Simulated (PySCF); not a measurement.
**Adding and removing an electron: HgB**

PBE0; basis Hg cc-pVDZ-PP with ECP60, B cc-pVDZ; scalar-relativistic core potentials; PySCF 2.14. Neutral (UKS): doublet (π ↑), Re = 2.356 Å, ωe = 257 cm⁻¹, De = 0.35 eV, HOMO -5.15 eV, LUMO -2.65 eV.

HgB⁺ (UKS): singlet (closed shell), Re = 2.372 Å, ωe = 309 cm⁻¹, De = 1.63 eV to Hg + B⁺. The energies at the minima are -178.12773 hartree for HgB and -177.85675 for HgB⁺.

**Question.** Work out the adiabatic ionisation energy, without and with harmonic zero-point energies (1 hartree = 27.2114 eV, 1 eV = 8065.5 cm⁻¹), and the change of the bond length.

**Answer.** At PBE0: 0.27098 hartree = 7.374 eV between the minima; the zero-point term (309.0 − 257.0)/2 cm⁻¹ = +0.003 eV makes it 7.377 eV. Re changes by +1.6 pm against the neutral. The electron leaves a π orbital, and the small change of length marks it as nearly non-bonding.

Weak bonds: HgB. Basis-set superposition, not corrected here, can be much of De in a small basis, most of all at correlated wavefunction levels. These are scalar-relativistic numbers at best; spin–orbit coupling would shift them, the dissociation energy most. For an ion De counts to the pair picked by the measured ionisation energies or electron affinities, which need not be the lowest pair at this level. States were picked by a PBE0 search and need not be the measured ground states.
